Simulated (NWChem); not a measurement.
System: C4H4O2; SMILES C1OC(C1=O)=C

The following NWChem deck was run.

```
start job
memory heap 200 mb stack 900 mb global 1100 mb
geometry units angstroms noautosym nocenter noautoz
  C      1.113222     1.685298     0.000000
  C      0.218727     0.697964     0.000000
  O     -1.153848     0.743021     0.000000
  C     -1.297785    -0.689582     0.000000
  C      0.231887    -0.798965     0.000000
  O      1.043142    -1.671698     0.000000
  H      0.812069     2.734389     0.000000
  H      2.172837     1.427331     0.000000
  H     -1.802953    -1.064072    -0.904927
  H     -1.802953    -1.064072     0.904927
end
basis spherical
  * library 6-31g*
end
dft
  xc b3lyp
  iterations 150
end
property
  shielding 9 1 2 3 4 5 6 7 8 9
end
task dft property
```

Geometry: optimised at PBE0/def2-SVP.

GIAO values for the isolated, static molecule; σ is the absolute isotropic shielding, δ = σ(reference) − σ with the isolated reference molecule computed at the same levels (13C: tetramethylsilane, 1H: tetramethylsilane, 17O: water).

Atoms are numbered as in the input.

What results follow from this input? (B3LYP/6-31G* (spherical d), GIAO.) Quantities: δ C1 (ppm); δ C2 (ppm); δ C5 (ppm); δ O6 (ppm); δ H7 (ppm); δ H8 (ppm); δ H9 (ppm).


```json
{
  "δ C1 (ppm)": "80.3",
  "δ C2 (ppm)": "160.4",
  "δ C5 (ppm)": "176.2",
  "δ O6 (ppm)": "546.9",
  "δ H7 (ppm)": "4.05",
  "δ H8 (ppm)": "4.37",
  "δ H9 (ppm)": "4.84"
}
```
